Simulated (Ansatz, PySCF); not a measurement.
Bond stretch in BO, doublet.

ROCCSD(T) = CCSD(T) on ROHF/cc-pVTZ, frozen core (Ansatz, a first-principles code); UKS-PBE0 = PySCF with unrestricted PBE0/cc-pVTZ; UCCSD(T) = Ansatz with CCSD(T) on UHF/cc-pVTZ, frozen core; UKS-B3LYP/LANL2DZ = PySCF with unrestricted B3LYP/LANL2DZ; UCCSDT = CCSDT on UHF/cc-pVTZ, frozen core (Ansatz).

Energies are in kcal/mol, each relative to the lowest point of its own curve near equilibrium.

| R / Å | ROCCSD(T) | UKS-PBE0 | UCCSD(T) | UKS-B3LYP/LANL2DZ | UCCSDT |
|---|---|---|---|---|---|
| 0.90 | 199.9 | 190.9 | 199.8 | 228.7 | 200.0 |
| 0.96 | 112.1 | 105.3 | 112.0 | 132.7 | 112.2 |
| 1.04 | 43.2 | 38.9 | 43.0 | … | 43.2 |
| 1.09 | 19.4 | 16.5 | 19.3 | … | 19.4 |
| 1.13 | 8.0 | 6.2 | 7.9 | … | 8.0 |
| 1.16 | 3.0 | 2.0 | 2.9 | … | 3.0 |
| 1.20 | 0.0 | 0.0 | 0.0 | 1.4 | 0.0 |
| 1.23 | 0.0 | 0.8 | 0.1 | 0.0 | 0.0 |
| 1.28 | 3.4 | 5.4 | 3.6 | 1.2 | 3.4 |
| 1.33 | 9.9 | … | 10.3 | … | 9.9 |
| 1.40 | 22.5 | 27.4 | 23.2 | 16.1 | 22.4 |

Task: What belongs in the gaps?

Result: 
- 1.04, UKS-B3LYP/LANL2DZ: 55.4
- 1.09, UKS-B3LYP/LANL2DZ: 27.6
- 1.13, UKS-B3LYP/LANL2DZ: 13.4
- 1.16, UKS-B3LYP/LANL2DZ: 6.6
- 1.33, UKS-PBE0: 13.2
- 1.33, UKS-B3LYP/LANL2DZ: 5.8

The scan ran from 0.90 to 4.81 Å; beyond the distances shown one of the unrestricted levels run for this scan, shown here or not, changes its spin distribution in one step. The unrestricted determinant behind UCCSD(T), UCCSDT is spin-contaminated at 1.33 to 1.40 Å (<S²> up to 0.9, against 0.75 for a pure doublet).
